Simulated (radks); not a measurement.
Results of a calculation; reference values are marked as such.
Tc+, configuration [Kr] 4d5 5s1 (the NIST ground configuration).

Level of theory: scalar-relativistic Kohn-Sham, exchange-only LDA, spin-unpolarised, spherical densities, finite nucleus; Fermi nuclear charge, rms radius 4.4112 fm (a radial shooting solver on a logarithmic mesh with Libxc functionals).

Energy parts (eV):
part                   energy
total             -116381.378
kinetic            120214.698
electron-nucleus  -280464.948
Hartree             47123.906
exchange            -3255.034

Orbitals (lengths in bohr, moments of r in powers of bohr; <r^-3> diverges for s and p1/2; r(max) is where P^2 peaks):
1s: occ. 2; eigenvalue (eV) -20844.64; r(max) 0.02231; <r^2> 0.001590
2s: occ. 2; eigenvalue (eV) -2979.490; r(max) 0.1263; <r^2> 0.02644
2p: occ. 6; eigenvalue (eV) -2669.174; r(max) 0.1009; <r^-3> 2765; <r^2> 0.02079
3s: occ. 2; eigenvalue (eV) -523.2619; r(max) 0.3728; <r^2> 0.1985
3p: occ. 6; eigenvalue (eV) -421.4068; r(max) 0.3660; <r^-3> 467.6; <r^2> 0.2024
3d: occ. 10; eigenvalue (eV) -255.9962; r(max) 0.3109; <r^-3> 62.62; <r^2> 0.1915
4s: occ. 2; eigenvalue (eV) -79.5563; r(max) 0.9476; <r^2> 1.268
4p: occ. 6; eigenvalue (eV) -51.5980; r(max) 1.021; <r^-3> 70.90; <r^2> 1.578
4d: occ. 5; eigenvalue (eV) -12.9717; r(max) 1.274; <r^-3> 4.948; <r^2> 3.476
5s: occ. 1; eigenvalue (eV) -10.6974; r(max) 2.629; <r^2> 10.58

The highest occupied level is 5s at -10.697 eV. For comparison, the ionisation energy in NIST's Atomic Spectra Database is 15.260 eV (semi-empirical). In exact Kohn-Sham theory the highest level is minus the ionisation energy, but local and semilocal functionals leave it too shallow, through self-interaction and a potential that decays too fast; potentials with the right tail come closer.

Beside tabulated values, note that spin-unpolarised runs miss the spin-polarisation part of the exchange energy of open shells.
